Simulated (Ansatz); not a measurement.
B$_{2}$O$_{2}$, charge +1, doublet, geometry from GFN2-xTB (a state made from the parent by changing its charge; the spin is typed, not shown lowest); MP2/3-21G (Ansatz, a program for electronic structure).

Here is a job for Ansatz.
Ansatz 0.2 input:
```yaml
crystal:
  periodic: [false, false, false]
  atoms:
    - {symbol: O, position_ang: [-0.00000000, -0.00000000, -2.00248556]}
    - {symbol: B, position_ang: [-0.00000000, -0.00000000, -0.83812989]}
    - {symbol: B, position_ang: [0.00000000, 0.00000000, 0.83812989]}
    - {symbol: O, position_ang: [0.00000000, 0.00000000, 2.00248556]}
basis:
  gaussian:
    orbitals: 3-21G.json
total_charge: 1
magnetization: {spin_polarized: true, initial_magnetization: 1}
correlation: {method: mp2}
```
The basis file holds 3-21G in the JSON format of the Basis Set Exchange.

Question: Predict the main parts of the log of this Ansatz run.

Answer: 
```
Functional definition: HF
416 factors; integrals over basis functions are off by at most 1.6e-4 eV
mean field evaluation 1: about -5362.8891 eV, gradient 5.0e1 eV
mean field evaluation 2: about -5363.0879 eV, gradient 5.0e1 eV
mean field evaluation 4: about -5373.7345 eV, gradient 3.0e0 eV
mean field evaluation 8: about -5374.0382 eV, gradient 7.6e-1 eV
mean field evaluation 16: about -5374.0677 eV, gradient 2.3e-2 eV
mean field evaluation 32: about -5377.0810 eV, gradient 2.4e-1 eV
mean field evaluation 64: about -5376.8574 eV, gradient 1.5e0 eV
mean field evaluation 96: about -5375.3252 eV, gradient 1.5e-5 eV
mean field evaluation 128: about -5374.1705 eV, gradient 1.0e0 eV
mean field evaluation 160: about -5375.2786 eV, gradient 1.4e1 eV
mean field evaluation 192: about -5375.6572 eV, gradient 4.0e0 eV
mean field evaluation 224: about -5365.9643 eV, gradient 2.3e1 eV
mean field evaluation 256: about -5366.6714 eV, gradient 2.4e0 eV
mean field evaluation 288: about -5373.7102 eV, gradient 6.3e-1 eV
mean field -5377.08389477 eV, -197.6041884142 hartree, gradient 2.7e-6 eV, S^2 0.760789; 20 other end points of the search recorded, 0 dependent functions left out
4 core orbitals not correlated
reference -5377.08389477 eV, -197.6041884142 hartree; 9, 8 occupied and 23, 24 virtual orbitals, 416 factors
second order -8.62210851 eV of doubles, -0.00000000 eV of singles
Total energy: -5385.70600327 eV, -197.9210450576 hartree
```
